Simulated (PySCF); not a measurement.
C3H7BFNO, SMILES C/C=C/OB(N)F. Coordinates come from a PBE-D3(BJ)/def2-SVP optimisation. The structure was generated by enumeration; whether it is a known compound was not checked. Other conformers were not sampled.

**Question.** Give the equilibrium geometry at PBE-D3(BJ)/def2-SVP (PySCF confirms it by a frequency run) as bond lengths and angles, and its point group. (The exact figures need the calculation; the answer reports its results.)

**Answer.** This is not unique; one that fits is point group Cs.
Atoms: C1 C2 C3 O4 B5 N6 F7 H8 H9 H10 H11 H12 H13 H14. Bond lengths (Å): C1–C2 1.498, C1–H8 1.109, C1–H9 1.112, C1–H10 1.112, C2–C3 1.346, C2–H11 1.104, C3–O4 1.369, C3–H12 1.105, O4–B5 1.381, B5–N6 1.407, B5–F7 1.353, N6–H13 1.018, N6–H14 1.017. Angles (°): C2–C1–H8 111.7, C2–C1–H9 111.7, C2–C1–H10 111.7, H8–C1–H9 107.6, H8–C1–H10 107.6, H9–C1–H10 106.2, C1–C2–C3 123.8, C1–C2–H11 118.5, C3–C2–H11 117.7, C2–C3–O4 121.8, C2–C3–H12 122.5, O4–C3–H12 115.6, C3–O4–B5 122.9, O4–B5–N6 119.6, O4–B5–F7 120.2, N6–B5–F7 120.2, B5–N6–H13 122.2, B5–N6–H14 122.6, H13–N6–H14 115.3.
